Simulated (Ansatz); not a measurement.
Si₆H₁₁⁻, a cluster with a defect cut from the lattice of silicon (one cap removed). Charge -1, multiplicity 3. Geometry PBE-D4/def2-SVP, that of the neutral doublet; atoms count from 1.

```
atom   x (Å)   y (Å)   z (Å)
 Si1  -2.060  -1.099  -0.218
 Si2   1.688  -0.760  -1.439
 Si3   0.514   0.870   1.818
 Si4  -1.732   0.818   1.111
 Si5   1.894   1.146  -0.070
 Si6  -0.566  -0.999  -2.015
  H7  -3.473  -1.163  -0.739
  H8  -1.821  -2.322   0.637
  H9   2.517  -0.622  -2.690
 H10   2.197  -1.959  -0.672
 H11   0.738   1.979   2.816
 H12   0.849  -0.441   2.483
 H13  -2.019   2.048   0.289
 H14  -2.668   0.806   2.294
 H15   1.441   2.361  -0.839
 H16   3.331   1.349   0.339
 H17  -0.830  -2.009  -3.106
```

The highest occupied level of the charge -1 triplet lies above zero (up to 1.42 eV). By energy differences it is unbound by 0.13 eV (vertical, to the charge 0 doublet, at PBE0-D4/def2-TZVPD) and held by the finite basis. At PBE0-D4/def2-TZVPD a singlet of charge -1 lies 1.77 eV below the triplet at the same geometry.

Problem. Estimate the Mulliken populations from the PBE0/def2-TZVPD orbitals of Ansatz.

Solution. 
```json
{"atom": "Si1", "charge (e)": "-0.01", "spin (α − β)": "0.10"}
{"atom": "Si2", "charge (e)": "-0.01", "spin (α − β)": "0.10"}
{"atom": "Si3", "charge (e)": "-0.06", "spin (α − β)": "0.16"}
{"atom": "Si4", "charge (e)": "-0.05", "spin (α − β)": "0.10"}
{"atom": "Si5", "charge (e)": "-0.05", "spin (α − β)": "0.10"}
{"atom": "Si6", "charge (e)": "-0.18", "spin (α − β)": "1.09"}
{"atom": "H7", "charge (e)": "-0.08", "spin (α − β)": "0.05"}
{"atom": "H8", "charge (e)": "-0.04", "spin (α − β)": "0.03"}
{"atom": "H9", "charge (e)": "-0.08", "spin (α − β)": "0.05"}
{"atom": "H10", "charge (e)": "-0.04", "spin (α − β)": "0.03"}
{"atom": "H11", "charge (e)": "-0.10", "spin (α − β)": "0.06"}
{"atom": "H12", "charge (e)": "-0.03", "spin (α − β)": "-0.01"}
{"atom": "H13", "charge (e)": "-0.04", "spin (α − β)": "0.00"}
{"atom": "H14", "charge (e)": "-0.09", "spin (α − β)": "0.05"}
{"atom": "H15", "charge (e)": "-0.04", "spin (α − β)": "0.00"}
{"atom": "H16", "charge (e)": "-0.09", "spin (α − β)": "0.05"}
{"atom": "H17", "charge (e)": "-0.05", "spin (α − β)": "0.06"}
```
Mulliken values and Mayer orders depend strongly on the basis. With diffuse functions, as here, like atoms can get unlike values, and bond orders can come out too low or too high.

Problem. Where does the spin sit?

Solution. Summed by element: Si 1.65, H 0.35, of 2 unpaired in all. Largest on single atoms: Si6 1.09, Si3 0.16, Si4 0.10.

Problem. And the Mayer bond orders between bonded heavy atoms (over 0.3)?

Solution. Si1–Si4 0.89 (2.36 Å); Si1–Si6 0.96 (2.34 Å); Si2–Si5 0.89 (2.36 Å); Si2–Si6 0.96 (2.34 Å); Si3–Si4 0.91 (2.36 Å); Si3–Si5 0.91 (2.36 Å).
